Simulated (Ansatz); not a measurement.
The cluster Ge2C, relaxed as a singlet with RKS r2SCAN-D4/def2-TZVP in Ansatz, starting from the GFN1-xTB geometry. Force threshold 0.02 eV/Å.

The structure comes from a short search, and lower isomers may exist.

Start:

```xyz
3

Ge   -0.583   -0.007    0.973
Ge   -0.213    0.854   -1.089
C     0.795   -0.847    0.116
```

```csv
step,energy (eV),largest force component (eV/Å),SCF passes
1,-114067.4737,1.468,22
2,-114068.5261,3.933,33
3,-114069.6178,2.001,27
4,-114070.0387,0.915,29
5,-114070.1755,0.277,27
6,-114070.1919,0.107,21
7,-114070.1956,0.018,22
```

Force components are those of the run's own axes.

End:

```tsv
atom	x (Å)	y (Å)	z (Å)
Ge1	-0.580	-0.292	1.447
Ge2	0.165	0.683	-1.422
C3	0.415	-0.391	-0.025
```

Bonds lost: Ge1–Ge2 (atoms count from 1). The end is the same structure that another start reached, the lowest one found.

No frequencies were taken in this run, so the end may be a saddle point.

Hardware: 4 threads of Arm Neoverse V1 on a shared host. Wall time 9 s.
